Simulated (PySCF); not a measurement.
A calculated (LDA, PySCF 2.14, def2-TZVP, no relativity, point nucleus) atom or ion has these occupied shells.

```json
{"shell": "1s", "electrons": "2", "orbital energy (eV)": "-9408.8", "rms radius, mean of both spins (bohr)": "0.0592"}
{"shell": "2s", "electrons": "2", "orbital energy (eV)": "-1151.4", "rms radius, mean of both spins (bohr)": "0.249"}
{"shell": "2p", "electrons": "6", "orbital energy (eV)": "-1018.8", "rms radius, mean of both spins (bohr)": "0.221"}
{"shell": "3s", "electrons": "2", "orbital energy (eV)": "-145.24", "rms radius, mean of both spins (bohr)": "0.745"}
{"shell": "3p", "electrons": "6", "orbital energy (eV)": "-103.06", "rms radius, mean of both spins (bohr)": "0.782"}
{"shell": "3d", "electrons": "10", "orbital energy (eV)": "-31.465", "rms radius, mean of both spins (bohr)": "1.01"}
```

(1) Name the element and its charge.

Answers

(1) Zn(2+) (zinc, charge +2), in [Ar] 3d10, closed-shell 1S.
